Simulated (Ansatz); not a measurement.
Gas-phase electronic energies from Ansatz, PBE0-D4/def2-TZVP geometries. CBS: MP2 limit from def2 TZ/QZ plus the TZ coupled-cluster correction, frozen cores. Functionals use def2-TZVPP. Each species was taken in one conformer, which may not be the lowest.

`O[SiH2]C#C[SiH2]O` + `S[SiH2]Cl` → `O[SiH2]S[SiH2]Cl` + `C#C[SiH2]O`  (ligand exchange at the Si–C bond)

Task: Is it downhill or uphill in electronic energy at CCSD(T)/CBS, and by how much? (Best estimate.)

Result: Computed: Downhill: ΔE = -8.6 kcal/mol.

Task: What do these levels give: PBE-D4, PBE0, SCS-MP2/def2-TZVPP, CCSD(T)/def2-TZVPP, SCS-MP2/def2-QZVPP, MP2/CBS(def2)? (Best estimate.)

Result: Computed: PBE-D4 -9.0, PBE0 -7.9, SCS-MP2/def2-TZVPP -7.2, CCSD(T)/def2-TZVPP -7.6, SCS-MP2/def2-QZVPP -7.8, MP2/CBS(def2) -9.5 kcal/mol.

Largest T1 diagnostic among the species: 0.012.

In def2-TZVPP, CCSD(T) changes the Hartree–Fock value by −2.2 kcal/mol (the triples alone add −0.4 kcal/mol) and MP2 by −3.0 kcal/mol. The D4 term adds −2.5 kcal/mol with B3LYP and −1.3 kcal/mol with PBE0; it sums over pairs of atoms, weighted by their polarisabilities, and B3LYP, whose exchange is more repulsive, gets the larger term.

B3LYP here is the variant with VWN-RPA as its local correlation; programs differ in this.
